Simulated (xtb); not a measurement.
HFSi (SMILES F[SiH]), singlet, from a rough starting geometry; xtb 6.7.1 with GFN2-xTB.

Input for xtb:
```
$ xtb mol.xyz --gfn 2 --opt vtight --json

# file mol.xyz
3

Si    -0.05676350    -0.06847789     0.69336401
H     -0.64867445    -0.84790645    -0.30018668
F      0.72082121     0.95538525    -0.41590285
```

**Question.** What does xtb print? Leave out banner, timings and long lists.

**Answer.** 
```
   ID    Z sym.   atoms
    1   14 Si     1
    2    1 H      2
    3    9 F      3

           -------------------------------------------------
          |                Calculation Setup                |
           -------------------------------------------------

           -------------------------------------------------
          |                 G F N 2 - x T B                 |
           -------------------------------------------------

          ...................................................
          :                      SETUP                      :
          :.................................................:
          :  # basis functions                  15          :
          :  # atomic orbitals                  14          :
          :  # shells                            6          :
          :  # electrons                        12          :
          :  max. iterations                   250          :
          :  Hamiltonian                  GFN2-xTB          :
          :  restarted?                      false          :
          :  GBSA solvation                  false          :
          :  PC potential                    false          :
          :  electronic temp.          300.0000000     K    :
          :  accuracy                    1.0000000          :
          :  -> integral cutoff          0.2500000E+02      :
          :  -> integral neglect         0.1000000E-07      :
          :  -> SCF convergence          0.1000000E-05 Eh   :
          :  -> wf. convergence          0.1000000E-03 e    :
          :  Broyden damping             0.4000000          :
          :  net charge                          0          :
          :  unpaired electrons                  0          :
          ...................................................

 iter      E             dE          RMSdq      gap      omega  full diag
   1     -6.9825831 -0.698258E+01  0.167E+01    2.25       0.0  T
   2     -6.9860253 -0.344215E-02  0.114E+01    2.32       1.0  T
   3     -6.9854357  0.589606E-03  0.259E+00    2.26       1.0  T
   4     -6.9883020 -0.286637E-02  0.150E+00    2.39       1.0  T
   5     -6.9868195  0.148251E-02  0.180E+00    2.70       1.0  T
   6     -6.9887516 -0.193210E-02  0.540E-01    2.58       1.0  T
   7     -6.9889632 -0.211571E-03  0.244E-01    2.55       1.0  T
   8     -6.9890088 -0.455609E-04  0.404E-02    2.53       1.4  T
   9     -6.9890092 -0.415792E-06  0.267E-02    2.53       2.2  T
  10     -6.9890096 -0.435106E-06  0.875E-03    2.53       6.6  T
  11     -6.9890097 -0.591286E-07  0.109E-03    2.53      52.8  T
  12     -6.9890097 -0.915600E-09  0.333E-04    2.53     173.2  T
  13     -6.9890097 -0.934337E-10  0.176E-05    2.53    3275.5  T

   *** convergence criteria satisfied after 13 iterations ***

         :::::::::::::::::::::::::::::::::::::::::::::::::::::
         ::                     SUMMARY                     ::
         :::::::::::::::::::::::::::::::::::::::::::::::::::::
         :: total energy              -6.967585475089 Eh    ::
         :: gradient norm              0.058936425519 Eh/a0 ::
         :: HOMO-LUMO gap              2.529764908955 eV    ::
         ::.................................................::
         :: SCC energy                -6.989009675618 Eh    ::
         :: -> isotropic ES            0.019414597974 Eh    ::
         :: -> anisotropic ES         -0.001461953487 Eh    ::
         :: -> anisotropic XC         -0.010380850146 Eh    ::
         :: -> dispersion             -0.000757321489 Eh    ::
         :: repulsion energy           0.021424200529 Eh    ::
         :: add. restraining           0.000000000000 Eh    ::
         :: total charge               0.000000000000 e     ::
         :::::::::::::::::::::::::::::::::::::::::::::::::::::

      -----------------------------------------------------------
     |                   =====================                   |
     |                        A N C O P T                        |
     |                   =====================                   |
     |               Approximate Normal Coordinate               |
     |                Rational Function Optimizer                |
      -----------------------------------------------------------
      -----------------------------------------------------------
     |                   =====================                   |
     |                        A N C O P T                        |
     |                   =====================                   |
     |               Approximate Normal Coordinate               |
     |                Rational Function Optimizer                |
      -----------------------------------------------------------

          ...................................................
          :                      SETUP                      :
          :.................................................:
          :   optimization level         verytight          :
          :   max. optcycles                   200          :
          :   ANC micro-cycles                  20          :
          :   degrees of freedom                 3          :
          :.................................................:
          :   RF solver                   davidson          :
          :   write xtbopt.log                true          :
          :   linear?                        false          :
          :   energy convergence         0.1000000E-06 Eh   :
          :   grad. convergence          0.2000000E-03 Eh/α :
          :   maxmium RF displ.          1.0000000          :
          :   Hlow (freq-cutoff)         0.1000000E-01      :
          :   Hmax (freq-cutoff)         5.0000000          :
          :   S6 in model hess.         20.0000000          :
          ...................................................

generating ANC from exact Hessian ...
Using Lindh-Hessian (1995)
[...]
 * total energy  :    -6.9675855 Eh     change       -0.1545430E-12 Eh
 * total energy  :    -6.9705294 Eh     change       -0.2943933E-02 Eh
 * total energy  :    -6.9711221 Eh     change       -0.5926739E-03 Eh
 * total energy  :    -6.9712641 Eh     change       -0.1419856E-03 Eh
 * total energy  :    -6.9712789 Eh     change       -0.1487148E-04 Eh
 * total energy  :    -6.9712849 Eh     change       -0.5994890E-05 Eh
 * total energy  :    -6.9712850 Eh     change       -0.4493420E-07 Eh
   *** GEOMETRY OPTIMIZATION CONVERGED AFTER 7 ITERATIONS ***
[...]
          :  -> SCF convergence          0.1000000E-05 Eh   :
          :  -> wf. convergence          0.1000000E-03 e    :
          :  Broyden damping             0.4000000          :
          :  net charge                          0          :
          :  unpaired electrons                  0          :
          ...................................................

 iter      E             dE          RMSdq      gap      omega  full diag
   1     -6.9880701 -0.698807E+01  0.141E-05    2.58       0.0  T
   2     -6.9880701 -0.213163E-13  0.103E-05    2.58    5611.7  T
   3     -6.9880701 -0.444089E-14  0.496E-06    2.58   11645.5  T

   *** convergence criteria satisfied after 3 iterations ***

         :::::::::::::::::::::::::::::::::::::::::::::::::::::
         ::                     SUMMARY                     ::
         :::::::::::::::::::::::::::::::::::::::::::::::::::::
         :: total energy              -6.971284978478 Eh    ::
         :: gradient norm              0.000078556465 Eh/a0 ::
         :: HOMO-LUMO gap              2.577824750263 eV    ::
         ::.................................................::
         :: SCC energy                -6.988070062230 Eh    ::
         :: -> isotropic ES            0.016420372909 Eh    ::
         :: -> anisotropic ES         -0.001372318858 Eh    ::
         :: -> anisotropic XC         -0.010446802305 Eh    ::
         :: -> dispersion             -0.000787650688 Eh    ::
         :: repulsion energy           0.016785083752 Eh    ::
         :: add. restraining           0.000000000000 Eh    ::
         :: total charge              -0.000000000000 e     ::
         :::::::::::::::::::::::::::::::::::::::::::::::::::::

           -------------------------------------------------
          |                Property Printout                |
           -------------------------------------------------

    * Orbital Energies and Occupations

         #    Occupation            Energy/Eh            Energy/eV
      -------------------------------------------------------------
         1        2.0000           -0.8071558             -21.9638
         2        2.0000           -0.6039616             -16.4346
         3        2.0000           -0.4874155             -13.2633
         4        2.0000           -0.4847693             -13.1912
         5        2.0000           -0.4649992             -12.6533
         6        2.0000           -0.3406070              -9.2684 (HOMO)
         7                         -0.2458737              -6.6906 (LUMO)
         8                         -0.1840455              -5.0081
         9                         -0.1036084              -2.8193
        10                         -0.0664443              -1.8080
        11                         -0.0197164              -0.5365
        12                          0.0060947               0.1658
        13                          0.5330566              14.5052
        14                          0.7713211              20.9887
      -------------------------------------------------------------
                  HL-Gap            0.0947333 Eh            2.5778 eV
             Fermi-level           -0.2932404 Eh           -7.9795 eV

     #   Z          covCN         q      C6AA      α(0)
     1  14 Si       1.618     0.403   185.732    28.993
     2   1 H        0.914    -0.098     5.486     3.664
     3   9 F        0.704    -0.306    12.397     4.157

 Mol. C6AA /au·bohr⁶  :        362.613975
 Mol. C8AA /au·bohr⁸  :      18458.973445
 Mol. α(0) /au        :         36.813783

Wiberg/Mayer (AO) data.
largest (>0.10) Wiberg bond orders for each atom

 ---------------------------------------------------------------------------
     #   Z sym  total        # sym  WBO       # sym  WBO       # sym  WBO
 ---------------------------------------------------------------------------
     1  14 Si   2.085 --     3 F    1.126     2 H    0.959
     2   1 H    0.990 --     1 Si   0.959
     3   9 F    1.157 --     1 Si   1.126
 ---------------------------------------------------------------------------

Topologies differ in total number of bonds
Writing topology from bond orders to xtbtopo.mol

molecular dipole:
                 x           y           z       tot (Debye)
 q only:       -0.306      -0.403       0.830
   full:       -0.360      -0.474       0.203       1.597
molecular quadrupole (traceless):
                xx          xy          yy          xz          yz          zz
 q only:       -0.342      -1.383      -1.124       0.305       0.417       1.466
  q+dip:        0.282      -1.340      -0.478       0.896       1.184       0.196
   full:        1.961      -2.536       0.534       0.554       0.733      -2.495

           -------------------------------------------------
          |                Geometry Summary                 |
           -------------------------------------------------

      molecular mass/u    :       48.0918426
   center of mass at/Å    :        0.2494913       0.3347744       0.2481981
  moments of inertia/u·Å² :        0.2110857E+01   0.3109086E+02   0.3320172E+02
rotational constants/cm⁻¹ :        0.7986156E+01   0.5422054E+00   0.5077337E+00

 * 1 selected distances

     #   Z          #   Z                                           value/Å
     1  14 Si       2   1 H                                       1.4786615 (max)

 * 1 distinct bonds (by element types)

   Z      Z             #   av. dist./Å        max./Å        min./Å
   1 H   14 Si          1     1.4786615     1.4786615     1.4786615

optimized geometry written to: xtbopt.xyz

           -------------------------------------------------
          | TOTAL ENERGY               -6.971284978478 Eh   |
          | GRADIENT NORM               0.000078556465 Eh/α |
          | HOMO-LUMO GAP               2.577824750263 eV   |
           -------------------------------------------------

normal termination of xtb
```
